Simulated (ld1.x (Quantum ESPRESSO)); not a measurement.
**Cl, PAW: configuration errors across variants**

```
Element                 : Cl
Generator               : ld1.x (Quantum ESPRESSO) 7.5
Type                    : PAW
Functional              : PBE
Relativity              : non-relativistic
Frozen core             : [Ne]
Valence charge          : 7
Reference configuration : 3s2 3p5
Partial waves           : 3s (bound): rcut 1.05, rcutus 1.20 bohr; 3s channel at 1.4 Ry: rcut 1.05, rcutus 1.20 bohr; 3p (bound): rcut 1.35, rcutus 1.60 bohr; 3p channel at 0.05 Ry: rcut 1.35, rcutus 1.60 bohr; 3d channel at -0.1 Ry: rcut 1.05, rcutus 1.15 bohr; 3d channel at 1.75 Ry: rcut 1.05, rcutus 1.15 bohr
Local potential         : all-electron potential smoothed inside 1.45 bohr (lloc = -1)
Core correction         : Bessel-smoothed model core inside 0.70 bohr
Augmentation charge     : PSQ, inside the norm-conserving radii
```

All-electron excitation energies from the reference (eV): (1) 3s2 3p4 13.890; (2) 3s2 3p3 39.349; (3) 3s2 3p2 77.663; (4) 3s1 3p6 11.973; (5) 3s2 3p4.5 5.590; (6) 3s2 3p5.3 -2.142; (7) 3s2 3p1 129.903.

4 further variants failed, have other tests or another functional or relativity, and are left out.

Errors AE − PS in meV (a dash: test not solved or not reliable):

```csv
change,(1),(2),(3),(4),(5),(6),(7),bound ghosts
base,-0.6,-5.3,-23,+0.1,-0.1,0.0,-74,none
"waves 3p (bound): rcut 1.35, rcutus 2.14 bohr; 3p channel at 0.05 Ry: rcut 1.35, rcutus 2.14 bohr",-0.5,-4.0,-19,+0.3,-0.1,0.0,-65,none
"all radii but the core radius scaled by about 1.28 (s 1.54, p 2.04, d 1.48 bohr, rcut 1.34/1.72/1.34); local potential all-electron potential smoothed inside 1.86 bohr (lloc = -1)",-0.5,-4.3,-19,+0.1,-0.1,0.0,-63,none
"waves 3d channel at -0.1 Ry: rcut 1.05, rcutus 1.66 bohr; 3d channel at 1.75 Ry: rcut 1.05, rcutus 1.66 bohr",-0.6,-5.3,-23,+0.1,-0.1,0.0,-74,none
"type ultrasoft; waves now 3s (bound): rcut 1.05, rcutus 1.20 bohr; 3s channel at 1.4 Ry: rcut 1.05, rcutus 1.20 bohr; 3p (bound): rcut 1.35, rcutus 1.60 bohr; 3p channel at 0.05 Ry: rcut 1.35, rcutus 1.60 bohr; 3d channel at -0.1 Ry: rc 1.15 bohr; local potential the d channel; augmentation built from norm-conserving waves at rcut, not smoothed further",+1.6,+13,+51,-2.0,+0.3,0.0,+141,none
core correction Bessel-smoothed model core inside 0.78 bohr,-0.6,-5.3,-23,+0.1,-0.1,0.0,-74,none
```

Problem. Give the same row for: wave 3s channel at 1.4 Ry: rcut 1.05, rcutus 1.20 bohr becomes 3s channel at -1.21 Ry: rcut 1.05, rcutus 1.20 bohr.

Solution. -0.6, -5.7, -25, +0.1, -0.1, 0.0, -77; bound ghosts: none.
